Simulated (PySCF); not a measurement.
Mg(Et)(SH) (C2H6MgS), SMILES C[CH2][Mg][SH]. Heavy atoms are numbered as in [Mg:1]([CH2:2][CH3:3])[SH:9]. Hydrogens are named by the atom that carries them.

Coordinates come from a PBE0-D3(BJ)/def2-SVP optimisation. The structure was generated by enumeration; whether it is a known compound was not checked. The values are those of a single conformer.

The numbers are results of PySCF with PBE/pcSseg-1, not measurements.

GIAO shieldings, no solvent; atoms alike by connectivity are averaged. δ = σ(ref) − σ: ¹³C against TMS (σ = 182.0 ppm); ¹H against TMS (σ = 31.49 ppm); ³³S against H2S (σ = 706.5 ppm), references at their B3LYP-D3(BJ)/def2-TZVP geometries, non-relativistic.

Estimate the chemical shifts. (An estimate is asked for; the answer gives what the named calculation found.)


| nucleus | atoms | count | δ (ppm) |
|---|---|---|---|
| ¹³C | C3 (CH3) | 1 | 17.2 |
| ¹³C | C2 (CH2) | 1 | 3.7 |
| ¹H | H on C3 | 3 | 1.66 |
| ¹H | H on C2 | 2 | 0.58 |
| ¹H | H on S9 | 1 | -1.08 |
| ³³S | S9 (SH) | 1 | -90.1 |
